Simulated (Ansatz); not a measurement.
Mulliken charges of ClH3MoO3S (`[OH][Mo]([OH])([OH])(=[S])[Cl]`) from B3LYP/def2-TZVPP in Ansatz (PBE0-D4/def2-TZVP geometry).

```tsv
atom	x (Å)	y (Å)	z (Å)	charge (e)
O1	1.816	0.148	0.066	-0.422
Mo2	-0.029	0.104	-0.173	1.284
O3	-1.697	-0.370	0.505	-0.423
O4	0.052	-1.382	-1.280	-0.461
S5	-0.422	1.763	-1.369	-0.255
Cl6	0.140	0.895	2.115	-0.392
H7	2.195	0.379	0.921	0.220
H8	-1.908	-0.228	1.433	0.220
H9	-0.059	-1.355	-2.234	0.229
```

Problem. By hand: the dipole of these point charges (1 e Å = 4.8032 D).

Solution. Σ q r = (-0.007, -0.213, -0.347) e Å, of length 0.407 e Å = 1.95 D.

Problem. How does the dipole of the full density compare? (An estimate is asked.)

Solution. Computed: (-0.013, -0.161, -0.314) e Å, 1.70 D; the point charges give 1.15 times that, at 5° from its direction.

Point charges leave out the atoms' own dipoles, such as those of lone pairs, and Mulliken's split depends on the basis, so the close match here is no proof of good charges.

B3LYP here is the variant with VWN-RPA as its local correlation; programs differ in this.
